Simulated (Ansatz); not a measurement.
Ansatz (an electronic-structure program) input:

Ansatz 0.2 input:
```yaml
crystal:
  periodic: [false, false, false]
  atoms:
    - {symbol: C, position_ang: [-2.32034717, 0.10639473, 0.39775871]}
    - {symbol: C, position_ang: [-0.94515743, 0.61839879, 0.09501173]}
    - {symbol: C, position_ang: [-0.86245826, 2.10948597, -0.08670572]}
    - {symbol: C, position_ang: [0.15277590, -0.13806365, -0.01358440]}
    - {symbol: Si, position_ang: [1.88826680, 0.47151299, -0.39082564]}
    - {symbol: Cl, position_ang: [0.05789115, -1.89363306, 0.20941513]}
    - {symbol: H, position_ang: [-3.01005613, 0.39253503, -0.40169303]}
    - {symbol: H, position_ang: [-2.34851863, -0.97282609, 0.51273967]}
    - {symbol: H, position_ang: [-2.69683896, 0.56648092, 1.31616224]}
    - {symbol: H, position_ang: [0.14234562, 2.46688349, -0.30506403]}
    - {symbol: H, position_ang: [-1.21035355, 2.61890987, 0.81643538]}
    - {symbol: H, position_ang: [-1.51619890, 2.42743651, -0.90384843]}
    - {symbol: H, position_ang: [2.79665163, -0.68824922, -0.47496892]}
    - {symbol: H, position_ang: [1.91380656, 1.21116345, -1.67556449]}
    - {symbol: H, position_ang: [2.36039929, 1.39095135, 0.67242150]}
basis:
  gaussian:
    orbitals: def2-TZVPD
hamiltonian:
  xc: {name: SVWN5}
magnetization: {spin_polarized: true, initial_magnetization: 2}
```

**Question.** Which total energy does the run end on?

**Answer.** -903.32351 Eh (SVWN5/def2-TZVPD). The basis has 318 functions.

This state (charge 0, triplet) is run at the relaxed geometry of the species with charge 0 and multiplicity 1, and is a spin state other than that species' own.
